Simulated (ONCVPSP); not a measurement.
## scandium, ONCV: configuration errors across variants

| Quantity | Value |
| --- | --- |
| Element | Sc |
| Generator | ONCVPSP 4.0.1 |
| Type | optimised norm-conserving Vanderbilt (ONCV) |
| Functional | PBE |
| Relativity | fully relativistic |
| Frozen core | [Ne] |
| Valence charge | 11 |
| Reference configuration | 3s2 3p6 (charge +3) |
| Partial waves | 3s: rc 1.30 bohr, ncon 5, nbas 8, qcut 7.8 1/bohr, 3 projectors, debl 3.3 Ha; 3p: rc 1.30 bohr, ncon 4, nbas 9, qcut 8.6 1/bohr, 2 projectors, debl 0.7 Ha; d scattering state at 0.06 Ha: rc 1.20 bohr, ncon 4, nbas 7, qcut 9.1 1/bohr, 2 projectors, debl 1.5 Ha; f scattering state at 0.14 Ha: rc 1.20 bohr, ncon 4, nbas 7, qcut 8.3 1/bohr, local |
| Local potential | the f channel |
| Core correction | polynomial model core, fcfact 0.25 |

Open shells are filled in proportion to 2j + 1.

In the p channel the program set the typed energies aside and used -2.367, 0.250 Ha (j = l + 1/2; the other j can differ). In the d channel the program set the typed energies aside and used 0.050, 1.550 Ha (j = l + 1/2; the other j can differ).

All-electron excitation energies from the reference (eV): (1) 3s2 3p6 3d1 4s1 -37.637; (2) 3s2 3p6 3d1 -24.869; (3) 3s2 3p6 3d1 4p2 -38.860.

3 further variants failed, have other tests or another functional or relativity, and are left out.

Errors AE − PS in meV (a dash: test not solved or not reliable):

```csv
change,(1),(2),(3),bound ghosts,GHOST(+) flags above zero
base,+17,+17,+16,none,s
d: rc 1.4,+24,+26,+24,none,s
"all radii but the core radius scaled by about 1.11 (s 1.44, p 1.44, d 1.34, f 1.34 bohr)",+23,+24,+22,none,s
"core correction Teter function fitted to the true core (icmod 2), fcfact 0.2",+16,+17,+16,none,s
p: nbas 8,+16,+17,+16,none,s
d: rc 1.22,+17,+18,+16,none,s
s: qcut 6; p: qcut 6.6; d: qcut 7; f: qcut 6.4,+29,+31,+29,none,none
```

(1) Give the same row for: p: qcut 11.

## Answers

(1) +15, +16, +15; bound ghosts: none; GHOST(+) flags above zero: s.
